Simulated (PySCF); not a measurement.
C5H8N2Si.
Bonds: C1–C2 (double), C2–C3, C3–C4 (aromatic), C4–N5 (aromatic), N5–C6 (aromatic), C6–N7 (aromatic), N7–Si8, C3–N7 (aromatic). Hydrogens: H9, H10 on C1; H11 on C2; H12 on C4; H13 on C6; H14, H15, H16 on Si8.

Torsions of this conformer, `[CH2:1]=[CH:2][c:3]1[cH:4][n:5][cH:6][n:7]1[SiH3:8]`: C1–C2–C3–C4 -1°.

The closed-shell ground state was solved at several levels (PySCF, density fitting, gas phase, non-relativistic). The structure is a single PBE0-D3(BJ)/def2-SVP conformer in the gas phase; no vibrational or solvent corrections.

```json
{"level": "PBE0/pcSseg-1", "basis functions": "183", "HOMO (eV)": "-6.22", "LUMO (eV)": "-0.96", "gap (eV)": "5.26", "dipole (D)": "3.38"}
{"level": "CAM-B3LYP/def2-SVPD", "basis functions": "228", "HOMO (eV)": "-7.42", "LUMO (eV)": "0.06", "gap (eV)": "7.48", "dipole (D)": "3.41"}
```

(1) Estimate the row for KT3/pcSseg-1, a basis of 183 functions; the other rows only guide the guess.

(2) Over all these levels, which gives the widest orbital gap and which the narrowest?

(3) How far do the dipole and the HOMO energy spread over the levels?

## Answers

(1) HOMO -5.24 eV, LUMO -1.74 eV, gap 3.50 eV, dipole 3.16 D.

(2) CAM-B3LYP/def2-SVPD (range-separated hybrid) has the widest, 7.48 eV, and KT3/pcSseg-1 (GGA) the narrowest, 3.50 eV. Functional and basis both differ between the two, so the spread mixes both effects.

(3) The dipole runs from 3.16 to 3.41 D (mean 3.32 D) and the HOMO from -7.42 to -5.24 eV.
